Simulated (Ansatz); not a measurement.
C2H9NSi2, SMILES [SiH3]N1C[SiH2]C1.

Geometry optimised at B3LYP-D3(BJ)/def2-SVP. The structure was generated by enumeration, and PubChem lists no compound with its InChIKey, so it may never have been made.

Two levels are set side by side: PBE/def2-TZVPD (Ansatz, a quantum-chemistry and plane-wave program) and PBE0/def2-TZVPD (Ansatz). Energy differences of separate SCF runs at the same geometry; the states with an electron removed or added have multiplicity 2 and 2. Differences are taken from unrounded values.

```json
[
 {"quantity": "vertical ionisation energy (eV)", "PBE0": "8.18"},
 {"quantity": "vertical singlet–triplet gap (eV)", "PBE0": "4.89"}
]
```

Task: What does PBE give, and how far is it from PBE0? (An estimate is asked for; the answer gives what the named calculation found.)

Result: 
```
quantity                            PBE  PBE minus PBE0
---------------------------------  ----  --------------
vertical ionisation energy (eV)    8.08           -0.11
vertical singlet–triplet gap (eV)  4.55           -0.34
```
